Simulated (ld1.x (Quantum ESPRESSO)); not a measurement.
**What the settings do to the TM potential of Ti**

Base potential:

titanium (Ti), norm-conserving Troullier–Martins (Kleinman–Bylander form), made with ld1.x (Quantum ESPRESSO) 7.5 (PBE, scalar-relativistic). Core [Ne], reference 3s2 3p6 3d2 4s2 4p0. Waves: 3p (bound): rc 1.70 bohr; 3d (bound): rc 1.10 bohr; 3s (bound): rc 1.35 bohr. Local part: the s channel. Core correction: none.

Occupied shells without a wave of their own: 4s. They enter only through the test configuration that unscreens the potential.

Cutoffs, loose and tight: the cutoffs (Ry, on a coarse ladder) from which the occupation-weighted sum of valence levels, in a spherical-Bessel basis at the reference potential, stays within 10 and 1 mRy of its value at 400 Ry. They do not see the model core or the augmentation charge, which bear on the density cutoff. Test errors are all-electron minus pseudo excitation energies from the reference, over the configurations 3s2 3p6 3d2 4s1 4p0; 3s2 3p6 3d2 4s0 4p0; 3s2 3p6 3d1 4s0 4p0; 3s1 3p6 3d2 4s2 4p0; 3s2 3p6 3d0 4s0 4p0; 3s2 3p6 3d3 4s0 4p0; 3s2 3p6 3d2 4s1 4p1. A dash means not determined; rows that change the core or the reference have their own tests.

| change | outcome | cutoff, loose | cutoff, tight | bound ghosts | largest test error (meV) |
| --- | --- | --- | --- | --- | --- |
| base | generated, misses its reference levels by 0.24 eV | 140 Ry | 160 Ry | none | -1767 |
| wave 3s (bound): rc 1.35 bohr becomes 3s (bound): rc 0.88 bohr | generated | 140 Ry | 230 Ry | none | -170 |
| wave 3s (bound): rc 1.35 bohr becomes 3s (bound): rc 1.12 bohr | generated | 140 Ry | 180 Ry | none | -451 |
| wave 3s (bound): rc 1.35 bohr becomes 3s (bound): rc 1.48 bohr | generated, misses its reference levels by 0.36 eV | 140 Ry | 160 Ry | none | -2752 |
| wave 3s (bound): rc 1.35 bohr becomes 3s (bound): rc 1.62 bohr | generated, misses its reference levels by 0.61 eV | 140 Ry | 160 Ry | none | -4586 |
| wave 3s (bound): rc 1.35 bohr becomes 3s (bound): rc 1.78 bohr | generated, misses its reference levels by 0.93 eV | 140 Ry | 160 Ry | none | -6889 |
| wave 3s (bound): rc 1.35 bohr becomes 3s (bound): rc 1.98 bohr | generated, misses its reference levels by 1.28 eV | 140 Ry | 160 Ry | none | -9218 |

**Question.** What comes out with this change to the base: wave 3s (bound): rc 1.35 bohr becomes 3s (bound): rc 1.30 bohr?

**Answer.** outcome: generated, misses its reference levels by 0.17 eV; cutoff, loose: 140 Ry; cutoff, tight: 160 Ry; bound ghosts: none; largest test error (meV): -1282.

Reading the sweep of the s radius (base included, trends over the rows without a ghost): The loose cutoff stays near 140 Ry. The median size of the test errors (rows with all tests solved) rises from 56.9 meV at 0.88 to 2668.8 meV at 1.98 bohr. More of the atom is replaced by a form fitted at one configuration, so other configurations suffer as the radius grows.
